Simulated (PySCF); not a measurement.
**Mayer bond orders and bond lengths**

Compound: C9H7F3.
Numbering: `[CH2:1]=[C:2]1[CH:3]=[CH:4][CH:5]=[CH:6][C:7]([C:8]([F:9])([F:10])[F:11])=[CH:12]1` (hydrogens: H13, H14 on C1; H15 on C3; H16 on C4; H17 on C5; H18 on C6; H19 on C12)

Cartesian coordinates in Å at the GFN2-xTB level; atoms count from 1:
```xyz
19
C9H7F3 angstrom
C     -1.8866    2.1098   -0.1210
C     -1.2048    0.9519   -0.1649
C     -1.9307   -0.2919   -0.3775
C     -1.5321   -1.5676   -0.2482
C     -0.2501   -2.0849    0.1448
C      0.9035   -1.4140    0.3071
C      1.1271    0.0013    0.1300
C      2.5938    0.3524    0.2122
F      3.3152   -0.2881   -0.7288
F      3.1320   -0.0059    1.3945
F      2.8618    1.6558    0.0622
C      0.2428    0.9969   -0.0620
H     -2.9589    2.1355   -0.2012
H     -1.3925    3.0548    0.0189
H     -2.9616   -0.1321   -0.6714
H     -2.2741   -2.3317   -0.4452
H     -0.2228   -3.1545    0.3059
H      1.7847   -1.9784    0.5831
H      0.6437    2.0001   -0.1458
```

Bond orders from the PBE0/pcSseg-1 density (PySCF). One conformer (not necessarily the lowest) at the GFN2-xTB geometry, without solvent, vibrations or thermal averaging.

Task: How far do the computed orders between heavy atoms stray from the drawn ones?

Result: The largest departure is 0.422, at C6–C7 (drawn aromatic, 1.078), counting aromatic bonds as 1.5. The bonds drawn aromatic range from 1.08 to 1.78.

Task: Set the Mayer orders of the bonds beside their lengths.

Result: 
```csv
bond,drawn as,length (Å),Mayer order
C1–C2,double,1.344,1.836
C2–C3,aromatic,1.456,1.087
C3–C4,aromatic,1.343,1.785
C4–C5,aromatic,1.437,1.167
C5–C6,aromatic,1.344,1.765
C6–C7,aromatic,1.444,1.078
C7–C8,single,1.510,1.037
C8–F9,single,1.348,0.991
C8–F10,single,1.347,0.985
C8–F11,single,1.339,0.993
C7–C12,aromatic,1.345,1.703
C12–C2,aromatic,1.452,1.089
C1–H13,single,1.076,0.939
C1–H14,single,1.075,0.940
C3–H15,single,1.084,0.940
C4–H16,single,1.083,0.936
C5–H17,single,1.082,0.937
C6–H18,single,1.082,0.919
C12–H19,single,1.084,0.928
```

By pair of heavy elements: C–C: lowest C7–C8 (1.037, 1.510 Å), highest C1–C2 (1.836, 1.344 Å). C–F: all 3 within 0.02 of one another (0.985 to 0.993).

Task: Sum the orders of all bonds at each heavy atom with more than one neighbour and set the sums beside the valence in the SMILES.

Result: C1 3.715 (drawn 4), C2 4.012 (drawn 4), C3 3.812 (drawn 4), C4 3.888 (drawn 4), C5 3.869 (drawn 4), C6 3.762 (drawn 4), C7 3.818 (drawn 4), C8 4.006 (drawn 4), C12 3.720 (drawn 4). Orders between atoms that aren't bonded are not in these sums.

Mayer orders depend on the basis set.
